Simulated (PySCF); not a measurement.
**Energy profile**

The step: BH₃ + H₂S → BH₃S ([BH2][SH]) + H₂; bonds formed: H2–H5; dative contacts that become bonds: B1–S6; bonds broken: B1–H2, H5–S6 (atoms numbered as in the saddle structure below).

```xyz
7
angstrom
B -0.5155 -0.4088 -0.1306
H 0.2233 -0.7152 -1.1127
H -0.3992 -1.2370 0.7170
H -1.5648 -0.0605 -0.5788
H 0.5889 0.2882 -0.6338
S 0.3401 1.3389 0.5043
H 1.3270 0.7945 1.2347
```

Electronic energies by CCSD(T) at an estimated basis limit (MP2 extrapolated from triple and quadruple zeta, plus CCSD(T) − MP2 in triple zeta), on PBE0-D4/def2-TZVP structures; BH$_{5}$S, closed shell; no counterpoise correction. Program: PySCF 2.14 with density fitting (its default auxiliary sets; JK sets also for MP2 and CCSD(T)). Basis: def2-TZVPP and def2-QZVPP. Cores are frozen in the correlated methods. Extrapolation: Hartree–Fock as exp(−7.88 √X), correlation as X^−2.97.

**Question.** Give the profile in eV, counted from the separated reactants. (An estimate is asked for; the value comes from the calculation.)

**Answer.** By the calculation:
```tsv
point	eV
separated: BH$_{3}$ (B1, H2, H3, H4; singlet) + H$_{2}$S (H5, S6, H7; singlet)	0.000
start structure	-0.640
saddle	0.154
end structure	-0.909
separated: BH$_{3}$S (linked as [BH2][SH]; B1, H3, H4, S6, H7; singlet) + H$_{2}$ (H2, H5; singlet)	-0.891
```

No T1 diagnostic of these runs exceeds 0.015.

For scale, one of the runs: CCSD(T)/def2-TZVPP, 143 basis functions, launched by `OMP_NUM_THREADS=4 python run.py`. The run took 36 s on 4 CPU threads of an AMD EPYC 7B13 (shared host), with 0.7 GiB of host memory at its peak.
